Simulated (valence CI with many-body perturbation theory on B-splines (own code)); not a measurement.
From CI to CI+MBPT in Cd XXVI

Computed by configuration interaction combined with many-body perturbation theory (CI+MBPT): five valence electrons over a frozen Dirac-Fock core [Ar], a basis of 7 s, 7 p, 8 d, 6 f, 4 g, 1 h functions for each j, with the one-electron correlation potential Σ1, the two-electron term Σ2, the three-electron term Σ3, Breit, model QED; selected CI, second order for the rest (own B-spline code, finite nucleus).

No measured levels were compared; by estimate terms of the open shell hold to 2 to 4 % of their energy, and close levels can change places. Core correlation moves these levels by up to 13000 cm⁻¹, and in measured spectra 5 to 20 % of such shifts remained as error; rates that hang on mixing are uncertain with them. Only levels of the ground parity were solved; by the run's estimate the other parity begins above the list, which can be wrong where configurations are misplaced.

Each rung adds one term. CI alone is the Dirac-Coulomb CI over the frozen core; QED comes last and gives the full result, which names the levels. Energies are above (3d3/2^3 3d5/2^2) J=5/2 [a] on the same rung, in cm⁻¹.

Levels are named by their leading jj configuration (3d3/2^4 stands for four electrons in 3d with j = 3/2), which in mixed levels can hold well under half, so a name can repeat and another be missing. Letters in brackets count levels of one name in rising energy.

| Level | CI alone | + Σ1 | + Σ2 | + Σ3 | + Breit | Full |
| --- | --- | --- | --- | --- | --- | --- |
| (3d3/2^4 3d5/2) J=5/2 | 89392 | 89177 | 85359 | 83734 | 85628 | 85510 |
| (3d3/2^3 3d5/2^2) J=7/2 [a] | 122056 | 122226 | 119624 | 118504 | 117843 | 117849 |
| (3d3/2^3 3d5/2^2) J=3/2 | 126525 | 126674 | 122428 | 120952 | 121767 | 121764 |
| (3d3/2^3 3d5/2^2) J=11/2 | 128339 | 128577 | 127341 | 125858 | 122480 | 122510 |
| (3d3/2^3 3d5/2^2) J=5/2 [b] | 132576 | 132932 | 130409 | 129204 | 128823 | 128892 |
| (3d3/2^3 3d5/2^2) J=9/2 | 135510 | 135855 | 134270 | 133192 | 130791 | 130857 |
| (3d3/2^3 3d5/2^2) J=1/2 | 144932 | 145265 | 141345 | 139902 | 139916 | 139972 |
| (3d3/2^2 3d5/2^3) J=7/2 [a] | 166462 | 166988 | 163348 | 162729 | 160821 | 160941 |
| (3d3/2^3 3d5/2^2) J=5/2 [c] | 174275 | 174713 | 170304 | 169459 | 168340 | 168426 |
| (3d3/2^2 3d5/2^3) J=11/2 | 187825 | 188409 | 188594 | 186467 | 182581 | 182709 |
| (3d3/2^2 3d5/2^3) J=1/2 [a] | 190857 | 191624 | 187752 | 187005 | 185656 | 185853 |
| (3d3/2^3 3d5/2^2) J=7/2 [b] | 197326 | 197677 | 192434 | 189939 | 188843 | 188883 |
| (3d3/2^2 3d5/2^3) J=3/2 [a] | 195160 | 195871 | 192050 | 191162 | 189405 | 189579 |
| (3d3/2^2 3d5/2^3) J=9/2 [a] | 206590 | 207109 | 203241 | 201942 | 199274 | 199371 |
| (3d3/2^2 3d5/2^3) J=3/2 [b] | 205530 | 206092 | 202223 | 200518 | 199926 | 200045 |
| (3d3/2^2 3d5/2^3) J=13/2 | 207273 | 207994 | 208827 | 206514 | 200046 | 200217 |
| (3d3/2^2 3d5/2^3) J=5/2 [a] | 217427 | 218189 | 214372 | 213444 | 211661 | 211837 |
| (3d3/2^2 3d5/2^3) J=9/2 [b] | 241274 | 242035 | 239841 | 237872 | 234583 | 234754 |
| (3d3/2^2 3d5/2^3) J=5/2 [b] | 242621 | 243613 | 240643 | 238662 | 236187 | 236450 |

Problem. How does the ionisation energy move along the ladder, and which term matters most?

Solution. CI alone 1308.7, + Σ1 1311.0, + Σ2 1319.9, + Σ3 1319.9, + Breit 1319.9, + QED 1319.9 eV. The largest step is Σ2, 8.8 eV. NIST lists 1320 ± 4 eV (theoretical).
